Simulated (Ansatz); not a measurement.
H$_{3}$SeSn (`[SeH][SnH2]`) radical. Total charge 0; spin multiplicity 2. Sn takes the def2 core potential. The structure was optimised at the PBE0-D4/def2-TZVP level.

```xyz
5

Se    1.248    0.616    1.057
Sn   -0.113   -0.431   -0.816
H     0.689   -0.308    2.052
H    -1.726   -0.645   -0.238
H    -0.099    0.767   -2.055
```

(1) What is the dipole moment at B3LYP/def2-TZVPP? (Estimate.)

(2) And with PBE, r2SCAN, ωB97M-V? (An estimate is asked.)

(3) Give the Mulliken charges with B3LYP, r2SCAN, ωB97M-V in def2-TZVPP. (An estimate is asked.)

## Answers

(1) Ansatz gave: 1.07 D, with components (-0.46, -0.92, -0.30) D in this frame, pointing from negative to positive charge.

(2) The calculation gave: PBE 0.92 D, r2SCAN 1.11 D, ωB97M-V 1.30 D.

(3) The calculation gave: 
```tsv
atom	B3LYP	r2SCAN	ωB97M-V
Se1	-0.27	-0.29	-0.28
Sn2	0.44	0.43	0.36
H3	0.06	0.08	0.08
H4	-0.12	-0.11	-0.08
H5	-0.12	-0.11	-0.08
```

B3LYP here is the variant with VWN-RPA as its local correlation; programs differ in this.
